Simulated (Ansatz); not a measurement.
Computed with Ansatz on PBE0-D4/def2-TZVP structures; ΔE is electronic, products minus reactants. CBS: MP2 limit from def2 TZ/QZ plus the TZ coupled-cluster correction, frozen cores. This one scheme is used for every species. DFT in def2-TZVPP. B3LYP here is the variant with VWN-RPA as its local correlation; programs differ in this. For Se outer-core shells are correlated without core-valence functions, which leaves a few kJ/mol of doubt a bond. Scalar relativity is left out up to krypton. One conformer a species, not always the lowest.

Reaction (formal exchange of groups at the Se–B bond): `CC[Se]B(O)O` + `C=CCl` → `C=C[Se]CC` + `OB(O)Cl`

```tsv
level	ΔE (kcal/mol)
B3LYP-D4	-13.0
MP2/def2-QZVPP	-13.8
SCS-MP2/def2-QZVPP	-13.4
CCSD/CBS(def2)	-12.6
```

(1) What does CCSD(T)/CBS give? (Estimate.)

Largest T1 diagnostic among the species: 0.011.

## Answers

(1) Ansatz gave: -12.7 kcal/mol. The listed levels differ from it by -0.3, -1.1, -0.7, 0.1 kcal/mol.
